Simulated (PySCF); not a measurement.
BaHO, multiplicity 2. Atoms are numbered in the order given.

```xyz
3

Ba     0.0000     0.0000     0.3185
O      0.0000     0.0000    -1.8740
H      0.0000     0.0000    -2.8417
```
Charge 0, spin multiplicity 2.

The structure is a stationary point at PBE-D3(BJ)/def2-TZVPD. The def2 effective core potentials stand for the cores of Ba; spin–orbit coupling is left out.

Method: r2SCAN/def2-TZVPD in PySCF.

Mulliken values depend strongly on the basis, most of all with diffuse functions as here. ESP charges are fitted to the potential on shells at 1.4 to 2.0 van der Waals radii. Atomic charges (e):

```json
[
 {"atom": "Ba1", "ESP fit": "[?]", "Mulliken": "0.52", "Mulliken spin": "1.13"},
 {"atom": "O2", "ESP fit": "[?]", "Mulliken": "-0.65", "Mulliken spin": "-0.16"},
 {"atom": "H3", "ESP fit": "[?]", "Mulliken": "0.13", "Mulliken spin": "0.03"}
]
```

### Question
What belongs in the gaps? (Estimate from the structure and the level; the computed values follow.)

### Answer

- Ba1, ESP fit: 0.28
- O2, ESP fit: -0.57
- H3, ESP fit: 0.28
